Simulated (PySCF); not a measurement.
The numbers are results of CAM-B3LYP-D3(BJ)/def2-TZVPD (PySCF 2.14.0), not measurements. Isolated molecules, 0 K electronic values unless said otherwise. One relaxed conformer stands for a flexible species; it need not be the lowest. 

Reference species (SMILES): `[SiH2]([O-])CC#N` (charge -1, multiplicity 1).

The HOMO is -3.52 eV.

Changed species: `CC#C[SiH2][O-]` (X = propynyl, proton removed; the reference has X = cyanomethyl, proton removed).

**Question.** What does the change do to the HOMO?

**Answer.** the HOMO rises by 0.55 eV, to -2.97 eV.
